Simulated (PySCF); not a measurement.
**Correlation energy of Fe (iron, neutral)**

[Ar] 3d7 4s1, high-spin 5F determinant (an excited configuration). Computed with PySCF 2.14 in def2-QZVPPD (11s6p5d4f2g, 100 functions), with the non-relativistic Hamiltonian (point nucleus). Frozen: [Ar]; 8 electrons correlated.

MP2 pair energies summed by pair of shells (mhartree):

```json
{"pair": "3d-3d", "energy": "-217.27", "share (%)": "91.1"}
{"pair": "3d-4s", "energy": "-21.31", "share (%)": "8.9"}
```

Total MP2 correlation energy: -238.58 mhartree.

Same-spin part -104.68 and opposite-spin part -133.90 mhartree; SCS-MP2 scales them by 1/3 and 6/5 to -195.57 mhartree.
